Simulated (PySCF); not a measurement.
Mg(OMe)(SMe), SMILES C[S][Mg][O]C, B3LYP/def2-SVP optimised geometry.

```
11

Mg    -0.64     0.17     0.00
O      1.13     0.17     0.00
C      2.51     0.15    -0.03
H      2.91     0.42    -1.02
H      2.95     0.86     0.70
H      2.92    -0.86     0.22
S     -2.95     0.15    -0.03
C     -3.43     1.16     1.45
H     -3.08     0.71     2.39
H     -4.53     1.18     1.47
H     -3.07     2.20     1.37
```

Density from B3LYP/def2-TZVP (PySCF 2.14.0) at that geometry.

Minimum of the electron density along straight lines between bonded atoms, close to the bond critical point (lines longer than 1.1 times the sum of covalent radii, or with two minima, are not listed):

```json
[
 {"bond": "Mg1–O2", "length / Å": "1.772", "ρ at the minimum / e bohr⁻³": "0.077", "∇²ρ there / e bohr⁻⁵": "0.71", "position (fraction from the first atom)": "0.45"},
 {"bond": "O2–C3", "length / Å": "1.382", "ρ at the minimum / e bohr⁻³": "0.276", "∇²ρ there / e bohr⁻⁵": "-0.60", "position (fraction from the first atom)": "0.65"},
 {"bond": "C3–H4", "length / Å": "1.109", "ρ at the minimum / e bohr⁻³": "0.274", "∇²ρ there / e bohr⁻⁵": "-0.94", "position (fraction from the first atom)": "0.64"},
 {"bond": "C3–H5", "length / Å": "1.109", "ρ at the minimum / e bohr⁻³": "0.274", "∇²ρ there / e bohr⁻⁵": "-0.94", "position (fraction from the first atom)": "0.64"},
 {"bond": "C3–H6", "length / Å": "1.109", "ρ at the minimum / e bohr⁻³": "0.274", "∇²ρ there / e bohr⁻⁵": "-0.94", "position (fraction from the first atom)": "0.64"},
 {"bond": "Mg1–S7", "length / Å": "2.306", "ρ at the minimum / e bohr⁻³": "0.050", "∇²ρ there / e bohr⁻⁵": "0.21", "position (fraction from the first atom)": "0.39"},
 {"bond": "S7–C8", "length / Å": "1.851", "ρ at the minimum / e bohr⁻³": "0.165", "∇²ρ there / e bohr⁻⁵": "-0.23", "position (fraction from the first atom)": "0.52"},
 {"bond": "C8–H9", "length / Å": "1.099", "ρ at the minimum / e bohr⁻³": "0.276", "∇²ρ there / e bohr⁻⁵": "-0.94", "position (fraction from the first atom)": "0.64"},
 {"bond": "C8–H10", "length / Å": "1.099", "ρ at the minimum / e bohr⁻³": "0.276", "∇²ρ there / e bohr⁻⁵": "-0.94", "position (fraction from the first atom)": "0.65"},
 {"bond": "C8–H11", "length / Å": "1.099", "ρ at the minimum / e bohr⁻³": "0.276", "∇²ρ there / e bohr⁻⁵": "-0.94", "position (fraction from the first atom)": "0.64"}
]
```
